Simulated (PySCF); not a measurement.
Shapes and spin states of WHF

These are results of PBE0 in PySCF with W def2-TZVP with ECP60, H def2-TZVP, F def2-TZVP; scalar-relativistic core potentials, no spin–orbit coupling; density-fitted integrals, not measurements.

Relaxations began from a few typed shapes and spin states; open shells are unrestricted. The search is not exhaustive: other isomers or separated fragments can lie lower, and high-lying points may rest on an excited occupation.

| spin | group | bonds | angles | imaginary modes (cm⁻¹) | ΔE (kJ/mol) | ΔE with ZPE (kJ/mol) |
| --- | --- | --- | --- | --- | --- | --- |
| quintet | Cs | W–F 1.874 Å, W–H 1.721 Å | F–W–H 122.6° | none | 0.0 | 0.0 |
| quintet | C∞v | W–F 1.914 Å, W–H 1.798 Å | F–W–H 180.0° | 608i | 64.2 | – |
| triplet | Cs | W–F 1.814 Å, W–H 1.702 Å | F–W–H 126.0° | none | 93.5 | 94.2 |
| broken-symmetry Ms = 0 (⟨S²⟩ 1.76) | Cs | W–F 1.839 Å, W–H 1.701 Å | F–W–H 122.0° | none | 99.4 | 99.8 |
| singlet (closed shell, unstable to spin polarisation) | Cs | W–F 1.804 Å, W–H 1.701 Å | F–W–H 126.3° | none | 185.8 | 186.8 |

The lowest minimum found is the quintet Cs: W–F 1.874 Å, W–H 1.721 Å; F–W–H 122.6°.

For the lowest minimum: other spin states or occupations of the open shell can lie lower. With an element this heavy the missing spin–orbit coupling can shift these numbers.

The electron or spin density has lower symmetry than the nuclear frame for the quintet C∞v at 64.2 kJ/mol, broken-symmetry Ms = 0 (⟨S²⟩ 1.76) Cs at 99.4 kJ/mol.
